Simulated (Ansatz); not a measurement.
Cost and result for the atomization energy of CH₄InN, SMILES `C=[N][InH2]` (7 atoms, 6 bonds).

The species carries charge 0 and has multiplicity 1. Correlated methods include outer-core shells of In, which these sets cover unevenly. In: def2 effective core potential. The geometry is a stationary point of PBE0-D4/def2-TZVP. Program: Ansatz. All runs use 2 threads of an AMD EPYC 7B13 on a shared host. Times are those of one run each, without the atoms' runs, and a repeat can differ threefold. Electronic energies, without spin–orbit coupling; frozen cores. CCSD(T)/CBS adds CCSD(T) − MP2 in def2-TZVPP to the MP2 limit, and its time is that of the two runs behind it. T1 = 0.015. With those shells the extrapolation isn't a true limit. B3LYP takes the VWN-RPA correlation (the form of Gaussian; ORCA's B3LYP/G). HSE06 is the plane-wave form, built on full-range PBE exchange.

CCSD(T)/CBS is a level of theory with its own doubt, some kJ/mol a heavy atom from the limit and from the frozen cores, so smaller differences don't rank the functionals.

```tsv
level	functions	wall time	atomization (kJ/mol)	difference from CCSD(T)/CBS	per bond
LDA (SPW92)/def2-TZVPP	168	0.95 s	2416.3	321.9	53.7
revPBE-D4/def2-TZVPP	168	1.6 s	2078.7	-15.7	-2.6
BLYP-D4/def2-TZVPP	168	1.7 s	2099.9	5.5	0.9
PBE-D4/def2-TZVPP (with forces)	168	2 s	2135.7	41.3	6.9
HSE06-D4/def2-TZVPP	168	2.3 s	2082.9	-11.5	-1.9
CAM-B3LYP-D4/def2-TZVPP	168	2.6 s	2103.7	9.3	1.6
CCSD(T)/def2-SVP	74	2.8 s	1950.8	-143.6	-23.9
B3LYP-D4/def2-TZVPP (with forces)	168	3.2 s	2091.7	-2.7	-0.4
r2SCANh-D4/def2-TZVPP	168	3.6 s	2063.0	-31.4	-5.2
ωB97M-V/def2-TZVPP (with forces)	168	7.5 s	2102.4	8.0	1.3
MP2/def2-QZVPP	316	12 s	2075.2	-19.2	-3.2
CCSD(T)/def2-TZVPP	168	37 s	2033.2	-61.2	-10.2
CCSD(T)/CBS(def2)	–	49 s	2094.4	0.0	0.0
```

In def2-TZVPP, CCSD(T) changes the Hartree–Fock value by +640.5 kJ/mol (the triples alone add +41.4 kJ/mol) and MP2 by +645.6 kJ/mol; breaking electron pairs costs correlation energy, which Hartree–Fock lacks. The D4 term adds +18.2 kJ/mol with B3LYP and +9.4 kJ/mol with PBE0; it sums over pairs of atoms, weighted by their polarisabilities, and B3LYP, whose exchange is more repulsive, gets the larger term. From PBE to PBE0 (25 % exact exchange), in def2-TZVPP and without D4, the atomization energy moves by −52.4 kJ/mol: exact exchange takes away binding that semilocal exchange gives to molecules.

Spin–orbit coupling would lower the free In atoms strongly, and the atomization energy with them, by more than many differences here.
